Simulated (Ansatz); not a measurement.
Relaxation of FH₅OSi₂ (9 atoms, charge 0, multiplicity 1), to a largest force component of 0.015 eV/Å in at most 40 steps.

These are results of Ansatz 0.2.0, RKS B3LYP-D4/def2-SVP, not measurements.

```xyz
9
Properties=species:S:1:pos:R:3
O -0.237 1.605 -1.102
Si 0.587 0.580 -0.185
Si -0.702 -1.225 0.534
F 0.305 -2.205 1.434
H 0.206 2.415 -1.459
H 1.744 0.157 -1.009
H 1.166 1.360 0.962
H -1.779 -0.752 1.373
H -1.201 -1.982 -0.565
```

Q: Where does it end, and by what steps?

A: The forces met the threshold. After 5 steps the energy has fallen by 0.282 eV; H5 moved furthest, 0.17 Å.

```tsv
step	energy less start (eV)	largest force component (eV/Å)	accepted
0	0.0000	2.471	yes
1	-0.2337	1.174	yes
2	-0.2703	0.323	yes
3	-0.2759	0.171	yes
4	-0.2809	0.049	yes
5	-0.2819	0.009	yes
```

```xyz
9
Properties=species:S:1:pos:R:3
O -0.326 1.575 -1.088
Si 0.690 0.603 -0.175
Si -0.672 -1.178 0.522
F 0.261 -2.177 1.425
H 0.044 2.377 -1.475
H 1.852 0.098 -0.973
H 1.252 1.329 1.006
H -1.807 -0.715 1.370
H -1.206 -1.960 -0.629
```

Whether the end is a true minimum wasn't checked by a vibrational analysis.

The run took 29 s on 1 thread of Intel(R) Xeon(R) Platinum 8488C (Sapphire Rapids), with other jobs on the host, peak memory 0.18 GiB.
